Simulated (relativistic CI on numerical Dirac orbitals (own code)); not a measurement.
**d8 in a ligand field**

Computed with a parametric ligand-field model of a d^n configuration (Racah B and C, spin-orbit zeta, crystal field), exact diagonalisation.

Field parameters in Wybourne normalisation: Oh B⁴₀ = 21Dq, B⁴₄ = √(5/14) B⁴₀. The field is a parameter set, without covalency.

B = 630 cm⁻¹, C = 2720 cm⁻¹ (C/B = 4.32), Oh, no spin-orbit coupling. Tanabe-Sugano data, E/B above the lowest term (Δ = |10Dq|; b, c mark the second and third term of a kind):

```tsv
Δ/B	3A2	3T2	3T1	1E	1T2	1A1
1.0	0.00	1.00	1.79	14.36	15.03	21.40
5.0	0.00	5.00	8.68	15.63	20.05	23.93
9.0	0.00	9.00	15.00	16.02	24.55	25.75
13.0	0.00	13.00	20.68	16.20	28.82	27.06
17.0	0.00	17.00	25.79	16.30	32.99	28.02
21.0	0.00	21.00	30.51	16.36	37.10	28.74
25.0	0.00	25.00	35.00	16.40	41.18	29.30
29.0	0.00	29.00	39.34	16.43	45.24	29.74
33.0	0.00	33.00	43.58	16.46	49.29	30.10
37.0	0.00	37.00	47.77	16.48	53.32	30.39
41.0	0.00	41.00	51.91	16.49	57.35	30.64
45.0	0.00	45.00	56.03	16.50	61.38	30.84
```

The ground term stays 3A2.
